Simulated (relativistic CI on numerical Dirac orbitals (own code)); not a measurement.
## Sensitivity of the levels of Tl LXVI to α and to the nuclear radius

Calculated at this level of theory: Dirac-Coulomb-Breit CI, separate exchange-only KLI orbitals for each configuration, derivatives by finite differences, unscaled Slater integrals, QED left out (own radial code, finite nucleus).

CI space (outside the closed core [Ne]): 3s²3p⁴, 3s²3p³3d, 3s3p⁵, 3s²3p²3d², 3p⁶, 3s3p⁴3d, 3p⁴3d², 3s3p³3d². Levels of other configurations are missing.

With x = (α/α₀)² − 1 an excitation energy changes as ω = ω₀ + qx; K = 2q/ω₀ is the relative enhancement. Terms are leading LS components, so labels can repeat. The field-shift factor is F = δν/δ⟨r²⟩ for the transition from the lowest level.

Lowest level 3s²3p⁴ ³P2.

| Level | ω₀ (cm⁻¹) | q (cm⁻¹) | K | F (GHz/fm²) |
| --- | --- | --- | --- | --- |
| 3s²3p⁴ ¹S0 | 181434 | 14250 | 0.157 | 3.32 |
| 3s²3p³3d ³D°2 | 2156520 | 146300 | 0.136 | 39.1 |
| 3s²3p³3d ³P°0 | 2236755 | 159900 | 0.143 | 38.8 |
| 3s²3p³3d ³D°1 | 2238830 | 160000 | 0.143 | 16.7 |
| 3s²3p³3d ³F°3 | 2240870 | 148400 | 0.132 | 46 |
| 3s²3p³3d ³F°4 | 3177233 | 1.149e+06 | 0.723 | 84.9 |
| 3s²3p³3d ³D°2 | 3249997 | 1.188e+06 | 0.731 | 11.4 |
| 3s²3p³3d ³D°3 | 3421277 | 1.177e+06 | 0.688 | 68.4 |
| 3s²3p³3d ³D°1 | 3525314 | 1.194e+06 | 0.677 | 59.4 |
| 3s²3p⁴ ³P1 | 4352955 | 5.627e+06 | 2.59 | -1250 |
| 3s²3p²3d² ³F2 | 4383337 | 607800 | 0.277 | 26.2 |
| 3s²3p⁴ ¹D2 | 4439617 | 5.323e+06 | 2.4 | -1230 |
| 3s²3p²3d² ³P0 | 4618991 | 340000 | 0.147 | 49.7 |
| 3s²3p²3d² ³F3 | 5451571 | 1.345e+06 | 0.493 | 63.5 |
| 3s²3p²3d² ³P2 | 5555965 | 1.344e+06 | 0.484 | 62.4 |
| 3s²3p²3d² ¹G4 | 5599616 | 1.328e+06 | 0.474 | 63 |
| 3s²3p²3d² ³P1 | 5604607 | 1.362e+06 | 0.486 | 54.4 |
| 3s3p⁵ ³P°2 | 6117567 | 6.071e+06 | 1.98 | -13500 |
| 3s3p⁵ ¹P°1 | 6289210 | 5.939e+06 | 1.89 | -8180 |
| 3s²3p³3d ³F°2 | 6412803 | 5.756e+06 | 1.8 | -1260 |
| 3s²3p³3d ⁵D°0 | 6425376 | 5.762e+06 | 1.79 | -1240 |
| 3s²3p³3d ³D°1 | 6452313 | 5.84e+06 | 1.81 | -4070 |
| 3s²3p³3d ³G°3 | 6485569 | 5.751e+06 | 1.77 | -1200 |

At this charge energies of transitions that change n are usually good to better than 1 %, and those within a shell (Δn = 0) to a few per cent.
